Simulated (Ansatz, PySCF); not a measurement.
Gas-phase reaction in SMILES: C=[CH][Ge]([Br])([Br])[Br] [tribromo(ethenyl)germane] + 6 [H][H] (H2) → 3 Br (HBr) + 2 C (CH4) + [GeH4] (GeH4)
Each molecule is optimised on its own at B3LYP-D3(BJ)/def2-TZVP (Ansatz, a program for electronic structure), one conformer each, not searched for the lowest.

Quantity: energy of full hydrogenation (enthalpy at 298 K, with B3LYP-D3(BJ) rigid-rotor harmonic-oscillator terms from PySCF), in kcal/mol. Cores are frozen in the correlated levels unless marked. No spin-orbit coupling. Frozen are the shells of the preceding noble gas and the d and f shells that filled before the atom's block. Non-relativistic. CBS(X,Y): correlation extrapolated as X^-3; Hartree-Fock from the larger set.

CCSD(T)/CBS(cc-pVTZ,cc-pVQZ) (Ansatz) gives -1.3 kcal/mol.

Another calculation gave -21.3 kcal/mol. Which level was it?
(A) wB97M-V/def2-TZVPD (Ansatz)
(B) HSE06/def2-TZVPD (Ansatz)
(C) LC-wPBE/def2-TZVPD (Ansatz)
(D) BHLYP/def2-TZVPD (Ansatz)

C, LC-wPBE/def2-TZVPD (Ansatz). The others give -7.2 (wB97M-V), -18.5 (BHLYP), -13.9 (HSE06) kcal/mol.
